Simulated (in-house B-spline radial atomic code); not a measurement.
Values are calculated unless marked as measured or tabulated.
Two electrons in Ge: a Gaussian well −V exp(−r²/w²) with V = 153 meV and w = 58.2 nm

For Ge the NSM archive of the Ioffe Institute lists m_l = 1.6 m0, m_t = 0.08 m0 and ε = 16.2; the model takes one isotropic valley with the conductivity mass 3/(1/m_l + 2/m_t) = 0.117 m0, and so misses anisotropy and the other valleys. All triplets below are those of one valley; with several valleys two electrons can form a triplet in the 1s orbital itself, at an energy set by the valley splitting.

Effective-mass model with parabolic bands, a uniform dielectric constant, no image charges, no central-cell or spin-orbit terms. Two-electron levels come from full CI in B-splines with partial waves to l = 5 (up to 0.001 effective hartree above the limit).

Task: What are the effective units, and what is the potential in them?

Result: Ha* = 27211.386 meV × 0.117/16.2² = 12.13 meV and a* = 0.0529177 nm × 16.2/0.117 = 7.327 nm. V = 12.6 Ha* and w = 7.94 a*.

In these units the lowest s and p orbitals lie at -11.666592 and -11.054425, and their Coulomb and exchange integrals are J_ss = 0.625048, J_sp = 0.518466 and K_sp = 0.1031. Full CI gives -22.773810 for the ground singlet, -22.322508 for the sp triplet, -22.164853 for the sp singlet and -21.734312 for the lowest triplet of two s orbitals.

Task: What does it cost to add the second electron, to first order and exactly?

Result: To first order E = 2ε_s + J_ss = -22.708136, so the charging energy E(2) − 2E(1) is J_ss = 7.583 meV. CI gives -22.773810 − 2 × (-11.666592) = 0.559374, or 6.786 meV: relaxation and correlation lower it by 0.7967 meV, 10.5 % of J_ss. The s² configuration of one-electron orbitals holds 95.9 % of the state, and the mean radius is 11.5 nm. The second electron is bound by ε_s − E = 134.7 meV, against 141.5 meV for the first.

Task: How far above the singlet do the triplets lie?

Result: To first order the sp triplet lies at ε_s + ε_p + J_sp − K_sp = -22.305697, which is 4.882 meV above 2ε_s + J_ss. CI gives -22.322508 − (-22.773810) = 0.451302, or 5.475 meV, 74 % of the orbital spacing of 7.426 meV. The ss triplet lies 12.61 meV up, so the lower of the two is the sp one, and its gap equals k_BT at 63.5 K. The sp singlet-triplet splitting is 1.913 meV, against 2K_sp = 2.503 meV.
